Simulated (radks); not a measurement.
Valence configurations of Cd3+ (all share [Kr]). Method: scalar-relativistic Kohn-Sham, PBE, spin-unpolarised, spherical densities, finite nucleus; Fermi nuclear charge, rms radius 4.6087 fm; computed with a radial shooting solver on a logarithmic mesh with Libxc functionals. Energies are relative to 4d9; eigenvalues in eV.

\begin{tabular}{lrrrr}
valence & E (eV) & e(4d) & e(5p) & e(5s) \\ \hline
4d9 & 0.000 & -45.823 & - & - \\
4d8 5p1 & 23.379 & -51.728 & -26.488 & - \\
4d7 5s1 5p1 & 41.454 & -56.495 & -28.003 & -37.008 \\
4d7 5s2 & 32.494 & -55.315 & - & -36.283 \\
4d8 5s1 & 14.876 & -50.511 & - & -34.281 \\
4d7.5 5s1.5 & 23.335 & -52.901 & - & -35.285 \\
4d6.5 5s2 5p0.5 & 46.951 & -58.333 & -28.440 & -37.628 \\
4d8.5 5s0.5 & 7.103 & -48.150 & - & -33.281 \\
4d8.5 5p0.5 & 11.227 & -48.771 & -25.401 & - \\
4d6.5 5s1.5 5p1 & 51.556 & -58.911 & -28.748 & -37.979 \\
\end{tabular}

NIST lists [Kr] 4d9 as the ground configuration; this level of theory agrees among the configurations tried. The energies are those of spherical spin-averaged densities, not of single terms.
